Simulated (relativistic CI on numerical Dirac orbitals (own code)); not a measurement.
Pt⁶⁹⁺: sensitivity of the levels to the model

Base calculation: Dirac-Coulomb-Breit CI, orbitals from a KLI potential per configuration, model QED (radiative potential, 1s self-energy scaled to tabulated hydrogen-like ionisation energies), unscaled Slater integrals.

CI space (outside the closed core 1s2): 2s2 2p5, 2s 2p6, 2p6 3s, 2s2 2p4 3s, 2p6 3p, 2s2 2p4 3p, 2p6 3d, 2s2 2p4 3d, 2s 2p5 3s, 2s 2p5 3p, 2s 2p5 3d, 2s2 2p4 4s, 2s2 2p4 4p, 2s2 2p4 4d, 2s2 2p4 4f, 2s2 2p3 3s2. Levels of other configurations are missing.

Variants: (1) QED terms removed. Shifts of the energy above 2s2 2p5 2P°_3/2, in eV, for the lowest level and the first level of each name with at least 55 % of one term (blank where a level changes its place among those of its configuration and J or its character, or is not in the variant):

```
             Level     Base   Δ(1)
   2s2 2p5 2P°_3/2      0.0    0.0
   2s2 2p5 2P°_1/2   1775.0   -1.4
     2s 2p6 2S_1/2   2296.1  +20.2
 2s2 2p4 3s 4P_5/2   9413.3   -3.1
 2s2 2p4 3s 2P_3/2   9425.2   -3.1
 2s2 2p4 3s 2S_1/2   9484.0   -3.1
2s2 2p4 3p 2P°_1/2   9628.8   +3.0
2s2 2p4 3p 4D°_7/2  10061.9   +2.5
 2s2 2p4 3d 2D_3/2  10287.9   +3.7
 2s2 2p4 3d 4F_9/2  10334.5   +3.4
 2s2 2p4 3d 2P_1/2  10349.7   +3.4
 2s2 2p4 3s 4P_3/2  11197.7   -4.5
 2s2 2p4 3s 2P_1/2  11208.2   -4.5
 2s2 2p4 3s 2D_5/2  11218.0   -4.5
```

At this charge energies of transitions that change n are usually good to better than 1 %, and those within a shell (Δn = 0) to a few per cent.

Ionisation energy from the two ground configurations alone: base 17886.4 eV; QED terms removed 17890.1 eV. The NIST ASD value (theoretical) is 17890 eV.

LS names give the leading component of a level, which can be under half, so a name can repeat, a term be missing and a line seem to break the LS rules.
